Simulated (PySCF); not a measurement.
## How methods differ on the excitation energy of Li

Li [He] 2s1 (2S) → Li [He] 2p1 (2P), as a difference of total energies. Calculation: PySCF 2.14, in aug-cc-pCVTZ-DK with one added diffuse shell each of s, p, d, f type (8s7p5d3f, 75 functions); scalar relativity by spin-free X2C-1e. Correlated levels: valence and next inner shell: nothing frozen. The calculations carry no spin-orbit coupling.

```json
{"method": "UHF", "excitation energy (eV)": "1.842", "error (eV)": "-0.006"}
{"method": "MP2 (valence and next inner shell)", "excitation energy (eV)": "1.850", "error (eV)": "+0.002"}
{"method": "SCS-MP2 (valence and next inner shell)", "excitation energy (eV)": "1.853", "error (eV)": "+0.005"}
{"method": "CCSD (valence and next inner shell)", "excitation energy (eV)": "1.850", "error (eV)": "+0.002"}
{"method": "CCSD(T) (valence and next inner shell)", "excitation energy (eV)": "1.851", "error (eV)": "+0.003"}
```

Reference: 1.848 eV (measured; NIST levels, between the centres of gravity of the two terms).

Errors of the correlated levels include the incompleteness of this basis.
